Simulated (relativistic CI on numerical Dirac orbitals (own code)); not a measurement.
Method of calculation: Dirac-Coulomb-Breit CI, separate exchange-only KLI orbitals for each configuration, model QED, unscaled Slater integrals (own radial code, finite nucleus).

Configuration list (outside the closed core 1s2): 2s²2p², 2s2p³, 2p⁴, 2p³3s, 2p³3p, 2p³3d, 2s²2p3s, 2s²2p3p, 2s²2p3d, 2s2p²3s, 2s2p²3p, 2s2p²3d, 2s²2p4s, 2s²2p4p, 2s²2p4d, 2s²2p4f, 2s²3s², 2s2p²4s, 2s²3s3p, 2s2p²4p, 2s2p²4d, 2s2p²4f, 2s²3s3d, 2s²2p5s, 2s²3p², 2s²2p5p, 2s²2p5d, 2s²2p5f, 2s²2p5g, 2s²3p3d, 2s2p3s², 2s²3d², 2s2p3s3p, 2s2p3s3d, 2s2p3p², 2s2p3p3d. Levels of other configurations are missing.

At this charge energies of transitions that change n are usually good to better than 1 %, and those within a shell (Δn = 0) to a few per cent.

Outline of the computed level scheme of Ta LXVIII. Lowest level of each configuration: 2s²2p² ³P0 at 0.0 eV; 2s2p³ ³P°2 at 1621.9 eV; 2p⁴ ³P2 at 3371.3 eV; 2s²2p3s ³P°0 at 10076.5 eV; 2s²2p3p ³D1 at 10163.5 eV; 2s2p²3s ⁵P1 at 10346.7 eV; 2s2p²3p ³P°1 at 10442.3 eV; 2s²2p3d ³F°2 at 10642.2 eV; 2s2p²3d ³D1 at 10914.4 eV.

Some strong electric-dipole decays among the lowest 45 levels: 2s²2p3d ³D°1 → 2s²2p² ³P0 (1.8e+15 s⁻¹); 2s2p²3d ³D3 → 2s2p³ ³P°2 (1.4e+15 s⁻¹); 2s²2p3d ³F°3 → 2s²2p² ¹D2 (1.4e+15 s⁻¹); 2s²2p3d ³P°2 → 2s²2p² ³P1 (1.3e+15 s⁻¹); 2s2p²3d ³F2 → 2s2p³ ³D°1 (1.3e+15 s⁻¹); 2s2p²3p ³P°1 → 2s²2p² ³P0 (5.3e+14 s⁻¹); 2s2p²3p ³D°1 → 2s²2p² ³P0 (5.2e+14 s⁻¹); 2s2p²3d ³D2 → 2s2p³ ³P°2 (2.6e+14 s⁻¹).

LS names give the leading component of a level, which can be under half, so a name can repeat, a term be missing and a line seem to break the LS rules.
